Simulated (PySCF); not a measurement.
## Polarisability and C₆ of Hg⁺ (mercury, charge +1)

[Xe] 4f14 5d10 6s1, 2S determinant. Computed with PySCF 2.14 in aug-cc-pVTZ-PP with ECP60MDF, with scalar relativity through the core potential. Coupled (time-dependent) response in atomic units; α is the mean over directions.

```json
{"method": "wB97X", "mean α (bohr³)": "20.48", "C₆ (like pair)": "153.1", "S(−4)": "174.3"}
```

S(−4) is the Cauchy moment in α(ω) = α(0) + S(−4) ω² + …

α(iu) at wB97X:

| u (hartree) | α(iu) (bohr³) |
| --- | --- |
| 0 | 20.48 |
| 0.0500 | 20.06 |
| 0.100 | 18.94 |
| 0.200 | 15.88 |
| 0.300 | 13.08 |
| 0.500 | 9.357 |
| 0.750 | 6.786 |
| 1.00 | 5.244 |
| 1.50 | 3.455 |
| 2.00 | 2.456 |
| 3.00 | 1.416 |
| 5.00 | 0.6326 |

For an ion, C₆ is the dispersion term alone; charge-induced terms of lower order in 1/R come first.

Energies and moments cover only the electrons outside the core potential. Spin-orbit coupling, which splits the p, d and f shells strongly at this Z, is absent.
